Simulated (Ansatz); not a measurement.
tungsten atom (W), quintet (core potentials on W); CAM-B3LYP/def2-SVPD in Ansatz (a first-principles code).

Ansatz was given this input:
Ansatz 0.2 input:
```yaml
crystal:
  periodic: [false, false, false]
  atoms:
    - {symbol: W, position_ang: [0.00000000, 0.00000000, 0.00000000]}
basis:
  gaussian:
    orbitals: def2-SVPD
hamiltonian:
  xc: cam_b3lyp
magnetization: {spin_polarized: true, initial_magnetization: 4}
```

Output, abridged:

```
Functional definition: CAM-B3LYP
341 factors; their error is unknown
69 factors; integrals over basis functions are off by at most 2.3e-4 eV
mean field evaluation 1: about -1819.2330 eV, gradient 4.3e0 eV
mean field evaluation 2: about -1819.3241 eV, gradient 1.1e0 eV
mean field evaluation 4: about -1819.3425 eV, gradient 1.8e-1 eV
mean field evaluation 8: about -1819.3858 eV, gradient 1.1e-3 eV
mean field evaluation 16: about -1819.4043 eV, gradient 3.7e-1 eV
mean field evaluation 32: about -1819.3858 eV, gradient 2.1e-6 eV
mean field evaluation 64: about -1818.9620 eV, gradient 4.3e0 eV
mean field evaluation 96: about -1819.4162 eV, gradient 1.1e0 eV
mean field -1819.42228672 eV, -66.8625357884 hartree, gradient 4.5e-6 eV, S^2 6.096451; 14 other end points of the search recorded, 0 dependent functions left out
reference -1819.42235515 eV, -66.8625383029 hartree; 9, 5 occupied and 26, 30 virtual orbitals, 341 factors
Total energy: -1819.42235515 eV, -66.8625383029 hartree
```
